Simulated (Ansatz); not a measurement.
A structure drawn as `[NH3+][Al-]([Cl])([Cl])[Cl]`, with this starting geometry:

Cartesian coordinates in Å:
```
N 0.217 -1.034 0.305
Al -0.169 0.736 -0.247
Cl -0.349 0.716 -2.424
Cl -2.047 1.478 0.578
Cl 1.448 2.109 0.358
H 1.125 -1.350 -0.029
H 0.308 -1.014 1.393
H -0.534 -1.642 0.068
```

Total charge 0; spin multiplicity 1.

Task: Relax it with Ansatz at PBE-D4/def2-SVP and then PBE0-D4/def2-TZVP. Is the drawn bonding still there?

Result: Yes, every drawn bond is still there and no new one forms.

Task: Give the relaxed structure. (An estimate is asked.)

Result: The calculation gave: 
Z-matrix (Å, degrees):
```
N
Al 1 1.997
H 1 1.016 2 110.8
H 1 1.016 2 110.8 3 120.0
H 1 1.016 2 110.8 3 -120.0
Cl 2 2.111 1 101.0 3 -60.0
Cl 2 2.111 1 101.0 3 60.1
Cl 2 2.111 1 101.0 3 -179.9
```
All modes are real.

Atoms count as bonded under 1.1 times the sum of their covalent radii (H–H under 0.85 Å, pairs among N, O and F under 1.55 Å), and a drawn bond as lost past 1.3 times.
